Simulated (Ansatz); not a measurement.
Basis-set series for CH₅InO₂, SMILES `[CH3][In]([OH])[OH]`. Total charge 0; spin multiplicity 1. In takes the def2 core potential. The geometry is a stationary point of PBE0-D4/def2-TZVP. It is one conformer, not always the lowest.

| functional | basis | functions | energy (Eh) | HOMO (eV) | LUMO (eV) |
| --- | --- | --- | --- | --- | --- |
| PBE0-D4 | def2-TZVPP | 213 | -381.61029 | -8.04 | -0.95 |
| PBE0-D4 | def2-QZVPP | 403 | -381.62430 | -8.11 | -1.13 |
| ωB97M-V | def2-TZVPP | 213 | -381.69508 | -10.51 | 0.74 |
| ωB97M-V | def2-QZVPP | 403 | -381.70871 | -10.55 | 0.31 |

(1) Give the rows for def2-SVP. (Best estimate.)

Answers

(1) Computed: 
| functional | basis | functions | energy (Eh) | HOMO (eV) | LUMO (eV) |
| --- | --- | --- | --- | --- | --- |
| PBE0-D4 | def2-SVP | 93 | -381.35437 | -7.70 | -0.64 |
| ωB97M-V | def2-SVP | 93 | -381.43099 | -10.15 | 1.19 |

Positive LUMOs are unbound and depend on the basis.
